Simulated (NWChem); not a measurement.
C3H3N2, doublet; SMILES [c]1ccn[nH]1

```xyz
8

C     -1.1856     0.0213     0.0000
C     -0.4150     1.1623     0.0000
C      0.9005     0.6347     0.0000
N      0.9278    -0.7005     0.0000
N     -0.3886    -1.0600     0.0000
H     -0.7384     2.1912     0.0000
H      1.8369     1.1784     0.0000
H     -0.6386    -2.0365     0.0000
```
Atoms are numbered in this order, from 1.

Program: NWChem. Spin-unrestricted. In the optimisation the excess spin sits in a' (Cs, its own frame). Structure relaxed at the B3LYP/6-31G* (spherical d), spin-unrestricted level. No stability test was run on the SCF state. Vzz is the largest principal value of the second derivative of the potential at the nucleus (NWChem prints the opposite sign); η is the asymmetry. Non-relativistic.

| level | Vzz N4 (a.u.) | η N4 | Vzz N5 (a.u.) | η N5 | relative time |
|---|---|---|---|---|---|
| B3LYP/cc-pVTZ | -0.904 | 0.92 | -0.740 | 0.54 | 4 |
| B3LYP/def2-SVP | -0.854 | 0.94 | -0.759 | 0.40 | 1 |
| CAM-B3LYP/def2-SVP | -0.895 | 0.85 | -0.755 | 0.39 | 3 |

Times are rough ratios from one shared machine.
